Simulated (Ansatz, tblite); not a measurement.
Forces on Cr3N3 at its r2SCAN-D4/def2-SVP geometry. Total charge 0; doublet.

The xTB rows come from tblite. At r2SCANh-D4/def2-TZVP the charge 0 doublet is spin-contaminated (final ⟨S²⟩ up to 6.29, 0.75 for a pure state). The structure comes from a short search, and lower isomers may exist.

GFN1-xTB (tblite), largest force 4.85 eV/Å:

```xyz
6
positions Å, forces eV/Å
Cr    0.289   -2.104   -0.848   -0.447    3.477    1.394
Cr   -0.246   -0.100    0.872    0.799    1.150   -2.580
Cr    1.418    0.232   -1.060   -2.625   -1.464    2.140
N    -0.983   -1.484    0.193    1.288   -0.539   -0.628
N    -0.726    1.801    0.768    3.778   -2.049   -2.248
N     0.247    1.655    0.075   -2.794   -0.574    1.922
```

GFN2-xTB (tblite), largest force 3.11 eV/Å:

```
Cr 1.036 1.767 -0.291
Cr 0.244 2.093 -1.273
Cr -2.193 -1.582 1.545
N -0.219 -1.207 0.039
N 0.770 -0.954 0.148
N 0.362 -0.117 -0.168
```

r2SCANh-D4/def2-TZVP (Ansatz), largest force 0.80 eV/Å:

```
Cr 0.211 -0.291 -0.200
Cr -0.015 0.140 0.227
Cr 0.222 0.157 -0.170
N -0.436 -0.176 0.126
N 0.641 -0.063 -0.419
N -0.624 0.233 0.436
```
